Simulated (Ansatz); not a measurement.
`C[Si](O)(F)[SiH3]` → `OC(F)[SiH2][SiH3]`  (isomerisation)

Calculated with Ansatz (gas phase, PBE0-D4/def2-TZVP geometries, no zero-point term in ΔE). CCSD(T)/CBS is the MP2 limit (def2-TZVPP, def2-QZVPP) plus CCSD(T) − MP2 in def2-TZVPP, frozen cores. Functionals use def2-TZVPP. B3LYP here is the variant with VWN-RPA as its local correlation; programs differ in this. Each species was taken in one conformer, which may not be the lowest.

`C[Si](O)(F)[SiH3]`:

Cartesian coordinates in Å:
```
C 0.971 0.968 -1.059
Si 0.413 0.040 0.449
O -0.017 1.047 1.670
F 1.668 -0.848 0.919
Si -1.420 -1.380 0.120
H 1.265 0.276 -1.852
H 1.835 1.599 -0.830
H 0.171 1.607 -1.441
H 0.577 1.760 1.913
H -1.095 -2.387 -0.927
H -2.595 -0.591 -0.339
H -1.774 -2.090 1.377
```

`OC(F)[SiH2][SiH3]`:

Cartesian coordinates in Å:
```
O -1.859 1.768 -0.236
C -1.093 0.808 0.383
F -1.861 -0.338 0.618
Si 0.381 0.337 -0.751
Si 1.452 -1.546 0.133
H -2.502 2.120 0.389
H -0.759 1.132 1.379
H -0.146 0.078 -2.115
H 1.311 1.498 -0.789
H 1.808 -1.299 1.557
H 2.702 -1.820 -0.625
H 0.568 -2.737 0.056
```

(1) Is it downhill or uphill in electronic energy at CCSD(T)/CBS, and by how much? (Best estimate.)

(2) What do these levels give: PBE-D4, ωB97X-V, B2PLYP, PBE, r2SCAN, PBE0, B3LYP, HF/def2-TZVPP, SCS-MP2/def2-TZVPP, CCSD/def2-TZVPP, HF/def2-QZVPP, HF/CBS(def2)? (Best estimate.)

Largest T1 diagnostic among the species: 0.013.

Answers

(1) Ansatz gave: Uphill: ΔE = +414.7 kJ/mol.

(2) The calculation gave: PBE-D4 379.2, ωB97X-V 394.9, B2PLYP 409.3, PBE 378.0, r2SCAN 403.9, PBE0 391.5, B3LYP 398.1, HF/def2-TZVPP 413.4, SCS-MP2/def2-TZVPP 416.2, CCSD/def2-TZVPP 410.0, HF/def2-QZVPP 416.8, HF/CBS(def2) 417.2 kJ/mol.

From PBE to PBE0 (25 % exact exchange), in def2-TZVPP and without D4, ΔE moves by +13.5 kJ/mol.
